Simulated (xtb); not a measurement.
C4H10O, charge +1, doublet, from a rough starting geometry (a state made from the parent by changing its charge; the spin is typed, not shown lowest); GFN2-xTB (xtb 6.7.1).

xtb was given this input:
```
$ xtb mol.xyz --gfn 2 --chrg 1 --uhf 1 --opt vtight --json

# file mol.xyz
15

C     -0.19577885    -1.35343250    -0.41798393
C     -0.10275511    -0.00757100     0.26424371
C     -0.61522540     1.06624574    -0.77527892
C      1.30643388     0.31697368     0.65279712
O     -0.88836340     0.02918854     1.36706587
H      0.48012030    -1.44215053    -1.32926801
H      0.12084490    -2.15622037     0.23193013
H     -1.18946367    -1.56935499    -0.70822578
H     -0.55108775     2.07730915    -0.20198174
H      0.00893726     1.12092302    -1.65294388
H     -1.63840801     0.89415315    -1.04167085
H      2.00819260     0.32001387    -0.17842166
H      1.67579536    -0.46246578     1.34432783
H      1.35924449     1.28402386     1.09055487
H     -1.79156512    -0.11954761     1.16579872
```

Question: What does xtb print? Leave out banner, timings and long lists.

Answer: 
```
   ID    Z sym.   atoms
    1    6 C      1-4
    2    8 O      5
    3    1 H      6-15

           -------------------------------------------------
          |                Calculation Setup                |
           -------------------------------------------------

           -------------------------------------------------
          |                 G F N 2 - x T B                 |
           -------------------------------------------------

          ...................................................
          :                      SETUP                      :
          :.................................................:
          :  # basis functions                  30          :
          :  # atomic orbitals                  30          :
          :  # shells                           20          :
          :  # electrons                        31          :
          :  max. iterations                   250          :
          :  Hamiltonian                  GFN2-xTB          :
          :  restarted?                      false          :
          :  GBSA solvation                  false          :
          :  PC potential                    false          :
          :  electronic temp.          300.0000000     K    :
          :  accuracy                    1.0000000          :
          :  -> integral cutoff          0.2500000E+02      :
          :  -> integral neglect         0.1000000E-07      :
          :  -> SCF convergence          0.1000000E-05 Eh   :
          :  -> wf. convergence          0.1000000E-03 e    :
          :  Broyden damping             0.4000000          :
          :  net charge                          1          :
          :  unpaired electrons                  1          :
          ...................................................

 iter      E             dE          RMSdq      gap      omega  full diag
   1    -17.3830546 -0.173831E+02  0.285E+00   12.35       0.0  T
   2    -17.4192977 -0.362431E-01  0.219E+00   12.30       1.0  T
   3    -17.4262630 -0.696532E-02  0.122E+00   12.32       1.0  T
   4    -17.4256038  0.659190E-03  0.525E-01   12.35       1.0  T
   5    -17.4290758 -0.347201E-02  0.125E-01   12.34       1.0  T
   6    -17.4291305 -0.546988E-04  0.581E-02   12.34       1.0  T
   7    -17.4291299  0.656645E-06  0.251E-02   12.35       1.0  T
   8    -17.4291326 -0.271326E-05  0.732E-03   12.34       3.5  T
   9    -17.4291331 -0.450227E-06  0.272E-03   12.34       9.5  T
  10    -17.4291331 -0.674466E-07  0.526E-04   12.34      49.1  T
  11    -17.4291331 -0.514387E-09  0.144E-04   12.34     179.7  T

   *** convergence criteria satisfied after 11 iterations ***

         :::::::::::::::::::::::::::::::::::::::::::::::::::::
         ::                     SUMMARY                     ::
         :::::::::::::::::::::::::::::::::::::::::::::::::::::
         :: total energy             -17.203295048913 Eh    ::
         :: gradient norm              0.099736045669 Eh/a0 ::
         :: HOMO-LUMO gap             12.342981609768 eV    ::
         ::.................................................::
         :: SCC energy               -17.429119921324 Eh    ::
         :: -> isotropic ES            0.104997963392 Eh    ::
         :: -> anisotropic ES         -0.008413283230 Eh    ::
         :: -> anisotropic XC          0.008878525325 Eh    ::
         :: -> dispersion             -0.006353266799 Eh    ::
         :: repulsion energy           0.225824872411 Eh    ::
         :: add. restraining           0.000000000000 Eh    ::
         :: total charge               1.000000000000 e     ::
         :::::::::::::::::::::::::::::::::::::::::::::::::::::

      -----------------------------------------------------------
     |                   =====================                   |
     |                        A N C O P T                        |
     |                   =====================                   |
[...]
 * total energy  :   -17.2169019 Eh     change       -0.2344884E-04 Eh
 * total energy  :   -17.2169358 Eh     change       -0.3391214E-04 Eh
 * total energy  :   -17.2169457 Eh     change       -0.9845179E-05 Eh
 * total energy  :   -17.2169598 Eh     change       -0.1407502E-04 Eh
 * total energy  :   -17.2169657 Eh     change       -0.5923010E-05 Eh
 * total energy  :   -17.2169682 Eh     change       -0.2537451E-05 Eh
 * total energy  :   -17.2169690 Eh     change       -0.7588936E-06 Eh
 * total energy  :   -17.2169697 Eh     change       -0.6898807E-06 Eh
 * total energy  :   -17.2169698 Eh     change       -0.1261530E-06 Eh
 * total energy  :   -17.2169700 Eh     change       -0.1634966E-06 Eh
 * total energy  :   -17.2169701 Eh     change       -0.1095730E-06 Eh
 * total energy  :   -17.2169701 Eh     change       -0.4611422E-07 Eh
   *** GEOMETRY OPTIMIZATION CONVERGED AFTER 42 ITERATIONS ***
         :: total energy             -17.216970120204 Eh    ::
[...]
        24                          0.0083670               0.2277
        25                          0.0235228               0.6401
        26                          0.0291010               0.7919
        27                          0.0529564               1.4410
       ...                                ...                  ...
        30                          0.1256180               3.4182
      -------------------------------------------------------------
                  HL-Gap            0.4323035 Eh           11.7636 eV
             Fermi-level           -0.5172661 Eh          -14.0755 eV

     #   Z          covCN         q      C6AA      α(0)
     1   6 C        3.753    -0.157    23.602     6.928
     2   6 C        3.767     0.200    17.480     5.959
     3   6 C        3.761    -0.113    22.701     6.792
     4   6 C        3.761    -0.113    22.701     6.792
     5   8 O        1.660    -0.282    18.691     5.836
     6   1 H        0.925     0.106     1.735     2.060
     7   1 H        0.924     0.115     1.651     2.009
     8   1 H        0.924     0.116     1.648     2.008
     9   1 H        0.925     0.126     1.569     1.959
    10   1 H        0.925     0.118     1.629     1.996
    11   1 H        0.924     0.139     1.466     1.894
    12   1 H        0.925     0.118     1.629     1.996
    13   1 H        0.924     0.139     1.465     1.893
    14   1 H        0.925     0.126     1.569     1.959
    15   1 H        0.804     0.361     0.563     1.179

 Mol. C6AA /au·bohr⁶  :       1220.219846
 Mol. C8AA /au·bohr⁸  :      25955.370375
 Mol. α(0) /au        :         51.257611

Wiberg/Mayer (AO) data.
largest (>0.10) Wiberg bond orders for each atom

 ---------------------------------------------------------------------------
     #   Z sym  total        # sym  WBO       # sym  WBO       # sym  WBO
 ---------------------------------------------------------------------------
     1   6 C    3.978 --     2 C    1.040     6 H    0.974     7 H    0.931
                             8 H    0.930
     2   6 C    3.901 --     5 O    1.152     1 C    1.040     3 C    0.825
                             4 C    0.825
     3   6 C    3.887 --    10 H    0.971     9 H    0.970    11 H    0.921
                             2 C    0.825
     4   6 C    3.887 --    12 H    0.971    14 H    0.971    13 H    0.920
                             2 C    0.825
     5   8 O    2.284 --     2 C    1.152    15 H    0.846
     6   1 H    0.989 --     1 C    0.974
     7   1 H    0.986 --     1 C    0.931
     8   1 H    0.986 --     1 C    0.930
     9   1 H    0.984 --     3 C    0.970
    10   1 H    0.986 --     3 C    0.971
    11   1 H    0.979 --     3 C    0.921
    12   1 H    0.986 --     4 C    0.971
    13   1 H    0.979 --     4 C    0.920
    14   1 H    0.984 --     4 C    0.971
    15   1 H    0.870 --     5 O    0.846
 ---------------------------------------------------------------------------

Topologies differ in total number of bonds
Writing topology from bond orders to xtbtopo.mol

molecular dipole:
                 x           y           z       tot (Debye)
 q only:       -0.181      -0.223       0.078
   full:       -0.309      -0.436       0.121       1.392
molecular quadrupole (traceless):
                xx          xy          yy          xz          yz          zz
 q only:        0.985       2.275       0.583       0.291      -2.616      -1.568
  q+dip:        1.265       2.975       0.602       0.010      -3.329      -1.867
   full:        1.467       2.864       0.385       0.267      -3.557      -1.852

optimized geometry written to: xtbopt.xyz

           -------------------------------------------------
          | TOTAL ENERGY              -17.216970120204 Eh   |
          | GRADIENT NORM               0.000042056704 Eh/α |
          | HOMO-LUMO GAP              11.763575663913 eV   |
           -------------------------------------------------

normal termination of xtb
```
